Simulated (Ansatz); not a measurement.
Start from `F[SiH](S)[GeH3]` and change one atom or group to get `CS[SiH](F)S`.

Ansatz, PBE0-D4/def2-TZVP geometries, multiplicity 1. Each molecule was computed in one conformer, which needn't be the lowest.

Scalar relativity is left out up to krypton.

| property | `F[SiH](S)[GeH3]` |
| --- | --- |
| LUMO energy (PBE/def2-TZVPP) / eV | -1.11 |
| HOMO energy (ωB97M-V/def2-TZVPP) / eV | -9.97 |
| HOMO energy (PBE/def2-TZVPP) / eV | -6.67 |
| size of the dipole moment (B3LYP/def2-TZVPP) / D | 1.26 |
| HOMO–LUMO gap (ωB97M-V/def2-TZVPP) / eV | 11.48 |
| HOMO energy (B3LYP/def2-TZVPP) / eV | -7.62 |

(1) Give the same properties after the change, and the shifts. (Estimate.)

Answers

(1) The calculation gave: 
```
                                        property  `CS[SiH](F)S`  shift
               LUMO energy (PBE/def2-TZVPP) / eV          -1.07   0.04
           HOMO energy (ωB97M-V/def2-TZVPP) / eV          -9.62   0.35
               HOMO energy (PBE/def2-TZVPP) / eV          -6.22   0.45
size of the dipole moment (B3LYP/def2-TZVPP) / D           0.97  -0.29
         HOMO–LUMO gap (ωB97M-V/def2-TZVPP) / eV          11.37  -0.11
             HOMO energy (B3LYP/def2-TZVPP) / eV          -7.19   0.43
```

With PBE0 the HOMO rises by 0.42 eV and the LUMO rises by 0.15 eV, so the gap narrows by about 0.27 eV. PBE moves the HOMO by 0.45 eV and ωB97M-V by 0.35 eV. Dipoles are sizes alone; their direction can turn.

B3LYP here is the variant with VWN-RPA as its local correlation; programs differ in this.
